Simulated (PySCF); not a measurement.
Correlation energy of Re²⁺ (rhenium, charge +2)

[Xe] 4f14 5d4 6p1, one real determinant (an excited configuration). Calculation: PySCF 2.14, in aug-cc-pwCVDZ-PP with ECP60MDF; a scalar-relativistic core potential. Frozen: 5s2 5p6; 5 electrons correlated.

MP2 pair energies summed by pair of shells (mhartree):

```
 pair  energy  share (%)
5d-5d  -29.02       69.1
5d-6p  -12.98       30.9
```

Total MP2 correlation energy: -42.00 mhartree.

Same-spin part -42.00 and opposite-spin part 0.00 mhartree; SCS-MP2 scales them by 1/3 and 6/5 to -14.00 mhartree.

The reference is one real determinant that mixes LS terms of this configuration.
